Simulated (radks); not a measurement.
Task: The mean radii <r> (bohr) of the occupied orbitals of an atom or ion are listed with their occupations. Method: non-relativistic Kohn-Sham, TPSS, spin-unpolarised, spherical densities, point nucleus; meta-GGA in the generalised Kohn-Sham scheme; computed with a radial shooting solver on a logarithmic mesh with Libxc functionals.

orbital  occ.      <r>
1s          2  0.09132
2s          2   0.4438
2p          6   0.4052
3s          2    1.357
3p          1    1.449

Name the element and its charge.

Result: Z = 17, chlorine, charge +4: Cl4+ in [Ne] 3s2 3p1. The 1s radius gives Z: for a bare nucleus <r> = 1.5/Z, 0.08824 bohr for Z = 17, and screening makes it slightly larger (0.09132 here). The occupations add up to 13, and the charge is Z minus that.
